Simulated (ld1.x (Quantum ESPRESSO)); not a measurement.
How hard is this platinum RRKJ potential?

ld1.x (Quantum ESPRESSO) 7.5 input, shortened:

```
&input
   title='Pt', zed=78., rel=2, dft='PZ', iswitch=3,
   config='[Xe] 4f14 5d9 6s0.75 6p0', rel_dist='average'
 /
 &inputp
   pseudotype=2, tm=.false., lloc=0,
   nlcc=.false.
 /
3
5P  2  1   6.00   0.00  1.35  1.35  0.0
5D  3  2   9.00   0.00  1.70  1.70  0.0
6S  1  0   0.75   0.00  2.55  2.55  0.0
 &test
   configts(1)='5p6 5d9 6s0.75 6p0'
 /
```

Open shells are filled in proportion to 2j + 1 (rel_dist='average').

The pseudo-atom Hamiltonian at the reference potential is diagonalised in spherical Bessel functions j_l(qr) that vanish at 20 bohr, with q² up to the cutoff. All-electron valence levels (Ry): 5p1/2 -5.0904, 6p1/2 -0.2083, 5p3/2 -3.9806, 6p3/2 -0.1583, 5d3/2 -0.6740, 5d5/2 -0.5749, 6s -0.5678.

How do the lowest levels (Ry) of each channel move with the cutoff, and are there ghosts?

```tsv
cutoff (Ry)	p1/2 #1	p1/2 #2	p3/2 #1	p3/2 #2	p3/2 #3	d3/2 #1	d5/2 #1	s #1	f #1	Σ f·Δε (mRy)
8	-2.6197	-0.1090	-2.4586	-0.0986	0.0252	-0.0159	-0.0193	-0.5625	0.0773	16404.4
15	-4.5883	-0.1468	-3.5810	-0.1237	0.0192	-0.2445	-0.2407	-0.5654	0.0773	5956.5
25	-4.9226	-0.1483	-3.6495	-0.1242	0.0191	-0.6075	-0.5324	-0.5676	0.0773	2129.9
40	-4.9662	-0.1485	-3.8001	-0.1260	0.0187	-0.6736	-0.5745	-0.5678	0.0773	975.2
60	-5.0698	-0.1493	-3.9567	-0.1278	0.0184	-0.6740	-0.5749	-0.5678	0.0773	138.2
90	-5.0899	-0.1495	-3.9801	-0.1281	0.0184	-0.6740	-0.5750	-0.5678	0.0773	3.9
120	-5.0903	-0.1495	-3.9805	-0.1281	0.0183	-0.6741	-0.5750	-0.5678	0.0773	1.1
180	-5.0905	-0.1495	-3.9807	-0.1281	0.0183	-0.6741	-0.5750	-0.5678	0.0773	0.2
400	-5.0905	-0.1495	-3.9807	-0.1281	0.0183	-0.6741	-0.5750	-0.5678	0.0773	0.0
```

Result: no extra level below or beside the all-electron valence levels (p1/2, p3/2, d3/2, d5/2, s, f tested); 10 mRy is reached at 80 Ry and 1 mRy at 140 Ry.

Its largest configuration-test error is -690 meV.
